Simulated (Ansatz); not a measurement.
Reactions of C$_{2}$H$_{8}$SeSi (`[SiH3]CC[SeH]`).

Gas-phase electronic energies from Ansatz, PBE0-D4/def2-TZVP geometries. CCSD(T)/CBS adds triple-zeta CCSD(T) − MP2 to the extrapolated MP2 energy (def2 sets, frozen cores). This one scheme is used for every species. DFT in def2-TZVPP. Triplets are unrestricted, without spin–orbit coupling. def2 core potentials past Kr. For Ge, Se, Y outer-core shells are correlated without core-valence functions, which leaves a few kJ/mol of doubt a bond. Scalar relativity is left out up to krypton. Each species was taken in one conformer, which may not be the lowest.

| reaction | CCSD(T)/CBS(def2) (kcal/mol) |
| --- | --- |
| `[SiH3]CC[SeH]` + `[NH2][Ge][OH]` → `[NH2][Ge][O][SiH3]` + `CC[SeH]` | -27.4 |
| `[SiH3]CC[SeH]` + `BCN=C` → `BC/N=C/[SeH]` + `CC[SiH3]` | -3.3 |
| `[SiH3]CC[SeH]` + CH₃NH₂ → `CNC[SeH]` + `C[SiH3]` | 4.2 |
| `[SiH3]CC[SeH]` + `CO[SiH3]` → `CO[SiH2][SeH]` + `CC[SiH3]` | -26.1 |
| `[SiH3]CC[SeH]` + `OC(F)F` → `FC(F)O[SiH3]` + `CC[SeH]` | -21.2 |
| `[SiH3]CC[SeH]` + `CCBS` → `CCBS[SiH3]` + `CC[SeH]` | -14.3 |
| `[SiH3]CC[SeH]` + `C[N](C)[Y]([OH])[OH]` → `C[N](C)[Y]([OH])[O][SiH3]` + `CC[SeH]` | ? |
| `[SiH3]CC[SeH]` + `C=N` → `C=NC[SeH]` + `C[SiH3]` | ? |
| `[SiH3]CC[SeH]` + `O[SiH2]S` → `O[SiH2]SC[SiH3]` + `C[SeH]` | 4.5 |
| `[SiH3]CC[SeH]` → `[CH2]` (triplet) + `[SiH3]C[SeH]` | ? |

Fill in the missing values. (An estimate is asked.)

Computed: `[SiH3]CC[SeH]` + `C[N](C)[Y]([OH])[OH]` → `C[N](C)[Y]([OH])[O][SiH3]` + `CC[SeH]`: -29.5 kcal/mol; `[SiH3]CC[SeH]` + `C=N` → `C=NC[SeH]` + `C[SiH3]`: +1.7 kcal/mol; `[SiH3]CC[SeH]` → `[CH2]` (triplet) + `[SiH3]C[SeH]`: +103.1 kcal/mol.

Largest T1 diagnostic: 0.014, for `[NH2][Ge][OH]`.
